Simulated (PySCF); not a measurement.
PySCF job for F₂GeH₃NO, SMILES [NH2][Ge]([OH])([F])[F], PBE/pcSseg-1. Geometry: PBE-D3(BJ)/def2-SVP. The structure was generated by enumeration, and PubChem lists no compound with its InChIKey, so it may never have been made. The values are those of a single conformer.

```python
import numpy as np
from pyscf import gto, scf, dft
from pyscf.prop.nmr import rks as nmr

mol = gto.M(
    atom='''
    N     1.76518256    0.16707619   -0.42540209
    Ge    0.01319722    0.01016884   -0.01393408
    O    -0.86399341    1.40046421   -0.65879328
    F    -0.40962765   -0.11422877    1.68438657
    F    -0.55426798   -1.50031952   -0.67136253
    H     2.21157001    1.00073367   -0.02905974
    H     2.31719386   -0.66553429   -0.19443232
    H    -1.72034486    1.49708520   -0.19967277
    ''',
    basis='pcSseg-1',
    charge=0,
    spin=0,
    max_memory=1600,
    verbose=3,
)
mf = dft.RKS(mol, xc='pbe')
mf.grids.level = 3
mf.conv_tol = 1e-10
mf.max_cycle = 100
mf.kernel()
n = nmr.NMR(mf)
n.verbose = 2
n.max_cycle_cphf = 60
sigma = n.kernel()
print('atom   isotropic/ppm   span/ppm')
for i, s in enumerate(sigma):
    w = np.linalg.eigvalsh((s + s.T) / 2)
    print(f'{mol.atom_symbol(i):2s}{i + 1:3d} {w.mean():14.3f} {w[2] - w[0]:11.3f}')
```

It prints:

```
converged SCF energy = -2407.71963363249
atom   isotropic/ppm   span/ppm
N   1        234.805      65.513
Ge  2       1275.246     190.888
O   3        261.329      84.282
F   4        276.989     181.614
F   5        300.290     165.673
H   6         29.936      19.161
H   7         29.987      19.071
H   8         29.198      21.315
```

The run converged.

Cost: very roughly 28 core-seconds.
